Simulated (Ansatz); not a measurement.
The first iterations of a band of C$_{2}$H$_{6}$FNOSi (12 atoms, charge 0, multiplicity 1).

Theory: RKS B3LYP-D4/cc-pVDZ (Ansatz).

| Item | Value |
| --- | --- |
| movable images | 5 |
| climbing image | yes |
| spring | 5.0 eV/Å² |
| optimiser | quadratic models (default) |
| start path | IDPP |
| force threshold | 0.05 eV/Å |
| iteration limit | 60 |
| end points | relaxed |

First end point:

```xyz
12
Properties=species:S:1:pos:R:3
C -0.661 -1.715 1.094
Si 0.375 -0.587 0.025
O -0.518 0.890 -0.058
C -0.127 1.982 -0.730
N 0.888 2.237 -1.433
F -1.054 2.927 -0.564
H -1.650 -1.879 0.638
H -0.164 -2.692 1.209
H -0.804 -1.276 2.093
H 1.713 -0.283 0.616
H 0.554 -1.098 -1.368
H 1.525 1.438 -1.488
```

Last end point:

```xyz
12
Properties=species:S:1:pos:R:3
C -0.379 -1.435 0.840
Si 0.373 -0.757 -0.736
O -0.392 0.742 -1.134
C -0.296 1.854 -0.393
N 0.481 2.193 0.541
F -1.240 2.708 -0.792
H -1.456 -1.622 0.707
H 0.109 -2.383 1.121
H -0.249 -0.721 1.669
H 1.840 -0.509 -0.583
H 0.101 -1.597 -1.932
H 1.183 1.472 0.727
```

| iteration | highest image above the first end (eV) | largest band force component (eV/Å) |
| --- | --- | --- |
| 1 | 0.277 | 1.064 |
| 2 | 0.085 | 0.733 |

Does the band converge within its limit, and where does its top end?

It converged. It ended after 6 iterations with the highest image 0.038 eV above the first end. A vibrational analysis at the climbing image gives one clearly imaginary mode, 52i cm⁻¹: a first-order saddle point.

Time of the run: 99 s on 2 threads of Intel(R) Xeon(R) Platinum 8488C (Sapphire Rapids), on a shared host, peak memory 0.31 GiB.
